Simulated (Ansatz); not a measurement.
BF₃, relaxed as a singlet with RKS PBE-D4/def2-TZVP in Ansatz, starting from the GFN2-xTB geometry. Force threshold 0.02 eV/Å.

Start:

```tsv
atom	x (Å)	y (Å)	z (Å)
B1	0.000	0.000	0.000
F2	0.950	0.067	-0.885
F3	0.280	-0.302	1.234
F4	-1.231	0.235	-0.348
```

```tsv
step	energy (eV)	largest force component (eV/Å)	SCF passes
1	-8826.9671	1.377	14
2	-8827.0100	0.494	18
3	-8827.0169	0.019	18
```

Force components are those of the run's own axes.

End:

```xyz
4

B     0.0000    0.0000    0.0000
F     0.9688    0.0682   -0.9024
F     0.2858   -0.3076    1.2575
F    -1.2546    0.2393   -0.3551
```

By distances, no bond broke or formed. The bond that changes most is B1–F2, from 1.30 to 1.33 Å (atoms count from 1).

No frequencies were taken in this run, so the end may be a saddle point.

Run time 10 s (2 threads of Intel Xeon Platinum 8259CL on a shared host).
